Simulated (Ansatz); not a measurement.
Cd13H30Se13, 56 atoms. Hardware: 11 threads of AMD EPYC 7R13 on a shared host and a whole NVIDIA H100 80GB HBM3.

In the def2 sets Cd takes a core potential; there is no spin–orbit coupling. Single mean-field runs in def2-SVP are fitted with def2-universal-jkfit.

Problem. How many basis functions does each of these Ansatz runs have, and roughly what does it cost? r2SCAN-D4/def2-SVP, charge 0 singlet, energy and forces, from earlier orbitals; PBE0-D4/def2-SVP, charge 0 triplet at the geometry of the charge 0 singlet, energy; PBE-D4/def2-SVP, charge 0 singlet, energy and forces, from earlier orbitals; PBE0-D4/def2-SVP, charge -1 doublet at the geometry of the charge 0 singlet, energy; r2SCAN-D4/def2-SVP, charge 0 singlet, relaxation, 22 steps; PBE0-D4/def2-SVP, charge 0 singlet, energy, from earlier orbitals; PBE-D4/def2-SVP, charge 1 doublet at the geometry of the charge 0 singlet, energy, from earlier orbitals; PBE-D4/def2-SVP, charge -1 doublet at the geometry of the charge 0 singlet, energy, from earlier orbitals; PBE0-D4/def2-SVP, charge 1 doublet at the geometry of the charge 0 singlet, energy; PBE-D4/def2-SVP, charge 0 triplet at the geometry of the charge 0 singlet, energy, from earlier orbitals.

Solution. Other jobs shared the machine, so times can vary by a factor of up to 3.

| run | functions | fitting or Cholesky vectors | wall time | peak host memory (GiB) |
| --- | --- | --- | --- | --- |
| PBE-D4/def2-SVP, charge 0 singlet, energy and forces, from earlier orbitals | 969 | 7313 | 16 s | 1.9 |
| PBE-D4/def2-SVP, charge -1 doublet at the geometry of the charge 0 singlet, energy, from earlier orbitals | 969 | 7313 | 18 s | 1.9 |
| r2SCAN-D4/def2-SVP, charge 0 singlet, energy and forces, from earlier orbitals | 969 | 7313 | 21 s | 2.1 |
| PBE-D4/def2-SVP, charge 1 doublet at the geometry of the charge 0 singlet, energy, from earlier orbitals | 969 | 7313 | 22 s | 1.9 |
| PBE0-D4/def2-SVP, charge 0 singlet, energy, from earlier orbitals | 969 | 7313 | 25 s | 1.8 |
| PBE0-D4/def2-SVP, charge -1 doublet at the geometry of the charge 0 singlet, energy | 969 | 7313 | 31 s | 1.9 |
| PBE-D4/def2-SVP, charge 0 triplet at the geometry of the charge 0 singlet, energy, from earlier orbitals | 969 | 7313 | 46 s | 1.9 |
| PBE0-D4/def2-SVP, charge 1 doublet at the geometry of the charge 0 singlet, energy | 969 | 7313 | 71 s | 2 |
| PBE0-D4/def2-SVP, charge 0 triplet at the geometry of the charge 0 singlet, energy | 969 | 7313 | 72 s | 2 |
| r2SCAN-D4/def2-SVP, charge 0 singlet, relaxation, 22 steps | 969 | 7313 | 4.4 min | 2.1 |
